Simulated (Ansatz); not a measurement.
Program: Ansatz. Geometries: PBE0-D4/def2-TZVP. ΔE: electronic, gas phase. CCSD(T)/CBS adds triple-zeta CCSD(T) − MP2 to the extrapolated MP2 energy (def2 sets, frozen cores). This one scheme is used for every species. DFT in def2-TZVPP. def2 core potentials past Kr. For Cd outer-core shells are correlated without core-valence functions, which leaves a few kJ/mol of doubt a bond. Each species was taken in one conformer, which may not be the lowest.

`C[S][Cd][OH]` + H₂S → `[OH][Cd][SH]` + CH₃SH  (ligand exchange at a Cd–S bond)

`C[S][Cd][OH]`:

Cartesian coordinates in Å:
```
C 0.267 -0.183 1.725
S -1.102 -0.819 0.703
Cd -0.631 0.045 -1.395
O -0.319 0.862 -3.161
H 0.091 -0.562 2.732
H 1.234 -0.549 1.385
H 0.275 0.905 1.764
H 0.185 0.300 -3.753
```

H₂S:

```xyz
3

S    -0.360    0.249   -0.439
H     0.846   -0.340   -0.448
H    -0.486    0.091    0.887
```

`[OH][Cd][SH]`:

```xyz
5

O    -0.041   -0.761   -1.925
Cd   -0.269   -0.039   -0.109
S    -0.626    0.702    2.059
H     0.380   -0.142   -2.526
H     0.556    0.240    2.500
```

CH₃SH:

Cartesian coordinates in Å:
```
C 0.237 0.408 0.136
S 0.081 -1.356 -0.219
H 0.041 1.013 -0.748
H 1.271 0.566 0.442
H -0.416 0.711 0.954
H -1.215 -1.341 -0.565
```

| level | ΔE (kJ/mol) | difference from CCSD(T)/CBS |
| --- | --- | --- |
| PBE0-D4 | -12.7 | -0.3 |
| BHLYP-D4 | -13.5 | -1.1 |
| CAM-B3LYP-D4 | -13.1 | -0.7 |
| ωB97M-V | -13.8 | -1.4 |
| revPBE | -12.6 | -0.2 |
| CAM-B3LYP | -15.0 | -2.6 |
| MP2/def2-SVP | -9.9 | 2.5 |
| HF/def2-QZVPP | -19.6 | -7.2 |
| MP2/def2-QZVPP | -11.3 | 1.1 |
| SCS-MP2/def2-QZVPP | -12.3 | 0.1 |
| CCSD(T)/CBS | -12.4 | 0 |

Largest T1 diagnostic among the species: 0.015.

From BLYP to BHLYP (50 % exact exchange), in def2-TZVPP and without D4, ΔE moves by −4.1 kJ/mol. Leaving LDA and LC-ωPBE aside and taking each functional with its dispersion term where it has one, the values, not all of them listed here, spread over 5.4 kJ/mol, from PBE-QIDH to BLYP-D4. In def2-TZVPP, CCSD(T) changes the Hartree–Fock value by +7.0 kJ/mol (the triples alone add +1.4 kJ/mol) and MP2 by +8.2 kJ/mol.
